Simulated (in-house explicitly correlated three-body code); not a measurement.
The numbers below are computed, except where a source is named.
## Taking the two-electron ground state apart, Z = 2.44

A variational code in 260 exponentially correlated functions gives, for two electrons around a point charge Z = 2.44 (non-relativistic, fixed nucleus, atomic units): E = -4.5829451, <1/r> = 2.128105 per electron, <1/r12> = 1.219262. From its density, U = 2.600905 (Hartree energy) and T_s = 4.5446 (kinetic energy of the doubly filled orbital √(n/2)). Further, <r²> = 0.728172 per electron, <r12²> = 1.52367 and <p1·p2> = 0.215908.

**Question.** Check the virial theorem, and compare with the screened hydrogenic estimate.

**Answer.** V = −2Z<1/r> + <1/r12> = -10.385152 + 1.219262 = -9.165890, and 2E = -9.165890, so T = −E = 4.582945. A product of 1s orbitals with exponent Z − 5/16 = 2.1275 gives −2.1275² = -4.52626, which is 56.7 millihartree too high.

**Question.** Find the exchange and correlation energies of density-functional theory.

**Answer.** For two electrons in one orbital E_x = −U/2 = -1.300453. The potential part of correlation is U_c = <1/r12> − U − E_x = -0.081190, the kinetic part T_c = T − T_s = 0.038345, and E_c = T_c + U_c = -0.042845 hartree. Restricted Hartree-Fock gives -4.540131, so the correlation energy of wave-function theory is -0.042814.

**Question.** What do the second moments say about angular correlation and diamagnetism?

**Answer.** From r12² = r1² + r2² − 2 r1·r2, <r1·r2> = <r²> − <r12²>/2 = -0.03366 bohr². It vanishes for a product of s orbitals, and its negative sign shows that the electrons favour opposite sides of the nucleus. The Langevin susceptibility is −0.79199e-6 × 2<r²> = -1.153e-6 cm³/mol.

**Question.** How does a model nuclear mass of 4.9 u change the ionisation energy, to first order in m/M (1 hartree = 27.211386 eV)?

**Answer.** m/M = 1/(4.9 × 1822.8885) = 1.11955e-04. With a fixed nucleus the second electron is bound by −Z²/2 − E = 1.606145 hartree = 43.7054 eV. The reduced mass scales this by 1 − m/M, a change of -4.893 meV. The mass-polarisation term raises the two-electron state by (m/M)<p1·p2> = 24.17 microhartree, a further -0.658 meV. The sum is 43.6999 eV, before relativistic and QED terms.
